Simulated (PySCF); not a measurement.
# Relaxation of singlet SbSF

All numbers come from PBE0/[Sb def2-TZVP with ECP28, S def2-TZVP, F def2-TZVP], scalar-relativistic core potentials, density fitting, no spin–orbit coupling, PySCF. A (50,194) grid was used.

A hand-made linear start, of C∞v symmetry, held to at least that symmetry:

```xyz
3
charge 0 multiplicity 1, angstrom
Sb    0.0000    0.0000    0.1968
S     0.0000    0.0000   -2.0732
F     0.0000    0.0000    2.2368
```

At each step, columns x, y, z (Å) and Fx, Fy, Fz (eV/Å):

```
step 0  E − E(last) = 1.13 kJ/mol
Sb   0.000   0.000   0.197   0.000   0.000  -0.789
S    0.000   0.000  -2.073   0.000   0.000   0.530
F    0.000   0.000   2.237   0.000   0.000   0.259
step 1  E − E(last) = 0.06 kJ/mol
Sb   0.000   0.000   0.182   0.000   0.000  -0.129
S    0.000   0.000  -2.060   0.000   0.000   0.006
F    0.000   0.000   2.238   0.000   0.000   0.122
step 2  E − E(last) = 0.00 kJ/mol
Sb   0.000   0.000   0.178   0.000   0.000  -0.005
S    0.000   0.000  -2.062   0.000   0.000  -0.005
F    0.000   0.000   2.244   0.000   0.000   0.010
step 3  E − E(last) = 0.00 kJ/mol
Sb   0.000   0.000   0.178   0.000   0.000   0.001
S    0.000   0.000  -2.062   0.000   0.000   0.000
F    0.000   0.000   2.244   0.000   0.000   0.000
```

It ends at C∞v with Sb–F 2.066 Å, Sb–S 2.240 Å; F–Sb–S 180.0°. A frequency run shows 2 imaginary modes (one degenerate set), down to 216i cm⁻¹, so it is a higher-order saddle point. Other isomers or separated fragments may lie lower.
